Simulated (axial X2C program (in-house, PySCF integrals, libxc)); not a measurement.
**Spin–orbit effects along a row: molecules with F, HF**

All values come from calculations with an axial X2C code built on PySCF integrals, spin-free (one-electron X2C) or two-component (2c: spin–orbit coupling with atomic mean-field Coulomb and Gaunt terms, which also bring small scalar terms), in Dyall basis sets with cores contracted in-house; open shells are unrestricted.

Basis sets: As dyall-cv3z, Ca dyall-cv3z, Cr dyall-cv3z, Cu dyall-v3z, F dyall-av3z, F dyall-v3z, Fe dyall-cv3z, Ga dyall-cv3z, Ge dyall-cv3z, Mn dyall-cv3z, Ni dyall-v3z, Sc dyall-cv3z, Ti dyall-cv3z, V dyall-cv3z.

```json
{"molecule": "CaF", "spin-free state": "M_S = 1/2, Λ = 0", "Re (Å)": "1.980", "ωe (cm⁻¹)": "581.7", "De (eV)": "4.17", "2c state": "Ω = 1/2", "Re 2c (Å)": "1.980", "ωe 2c (cm⁻¹)": "581.7", "De 2c (eV)": "4.16"}
{"molecule": "ScF", "spin-free state": "M_S = 1, Λ = 2", "Re (Å)": "1.891", "ωe (cm⁻¹)": "632.2", "De (eV)": "4.56", "2c state": "Ω = 1", "Re 2c (Å)": "1.891", "ωe 2c (cm⁻¹)": "631.9", "De 2c (eV)": "4.55"}
{"molecule": "TiF", "spin-free state": "M_S = 3/2, Λ = 0", "Re (Å)": "1.822", "ωe (cm⁻¹)": "679.0", "De (eV)": "3.84", "2c state": "Ω = 3/2", "Re 2c (Å)": "1.822", "ωe 2c (cm⁻¹)": "678.9", "De 2c (eV)": "n/a"}
{"molecule": "VF", "spin-free state": "M_S = 2, Λ = 1", "Re (Å)": "1.814", "ωe (cm⁻¹)": "675.6", "De (eV)": "3.67", "2c state": "Ω = 1", "Re 2c (Å)": "1.814", "ωe 2c (cm⁻¹)": "675.6", "De 2c (eV)": "n/a"}
{"molecule": "CrF", "spin-free state": "M_S = 5/2, Λ = 0", "Re (Å)": "1.812", "ωe (cm⁻¹)": "672.8", "De (eV)": "3.48", "2c state": "Ω = 5/2", "Re 2c (Å)": "1.812", "ωe 2c (cm⁻¹)": "672.5", "De 2c (eV)": "3.46"}
{"molecule": "MnF", "spin-free state": "M_S = 3, Λ = 0", "Re (Å)": "1.863", "ωe (cm⁻¹)": "614.1", "De (eV)": "3.47", "2c state": "Ω = 3", "Re 2c (Å)": "1.864", "ωe 2c (cm⁻¹)": "613.8", "De 2c (eV)": "3.45"}
{"molecule": "FeF", "spin-free state": "M_S = 5/2, Λ = 2", "Re (Å)": "1.812", "ωe (cm⁻¹)": "651.2", "De (eV)": "3.45", "2c state": "Ω = 9/2", "Re 2c (Å)": "1.813", "ωe 2c (cm⁻¹)": "650.8", "De 2c (eV)": "n/a"}
{"molecule": "NiF", "spin-free state": "M_S = 1/2, Λ = 0", "Re (Å)": "1.816", "ωe (cm⁻¹)": "591.9", "De (eV)": "2.57", "2c state": "Ω = 1/2", "Re 2c (Å)": "1.817", "ωe 2c (cm⁻¹)": "589.7", "De 2c (eV)": "n/a"}
{"molecule": "CuF", "spin-free state": "M_S = 0, Λ = 0", "Re (Å)": "1.804", "ωe (cm⁻¹)": "572.9", "De (eV)": "2.31", "2c state": "Ω = 0", "Re 2c (Å)": "1.804", "ωe 2c (cm⁻¹)": "572.6", "De 2c (eV)": "2.30"}
{"molecule": "GaF", "spin-free state": "M_S = 0, Λ = 0", "Re (Å)": "1.762", "ωe (cm⁻¹)": "645.3", "De (eV)": "4.19", "2c state": "Ω = 0", "Re 2c (Å)": "1.763", "ωe 2c (cm⁻¹)": "645.0", "De 2c (eV)": "n/a"}
{"molecule": "GeF", "spin-free state": "M_S = 1/2, Λ = 1", "Re (Å)": "1.729", "ωe (cm⁻¹)": "696.0", "De (eV)": "3.30", "2c state": "Ω = 1/2", "Re 2c (Å)": "1.730", "ωe 2c (cm⁻¹)": "694.5", "De 2c (eV)": "n/a"}
{"molecule": "AsF", "spin-free state": "M_S = 1, Λ = 0", "Re (Å)": "1.715", "ωe (cm⁻¹)": "728.7", "De (eV)": "2.23", "2c state": "Ω = 1", "Re 2c (Å)": "1.716", "ωe 2c (cm⁻¹)": "727.9", "De 2c (eV)": "2.21"}
```

Each entry is the lowest single determinant of a limited PBE0 search at one distance. De goes to single-determinant-based atoms at the same level (for ions the charge split of lowest energy) and is withheld (n/a) where an atom does not fit its ground term or J level. Main or longest-lived isotopes. One determinant is a doubtful description, or other states lie close, for ScF, TiF, VF, CrF, MnF, FeF, NiF, AsF; these need not be ground states, and all values refer to the states named. Some open-shell Ω = 0 determinants are out of reach, so the Ω given for VF, MnF, AsF need not be the lowest component. With several unpaired electrons the Ω given is that of one determinant, not necessarily of the lowest component.
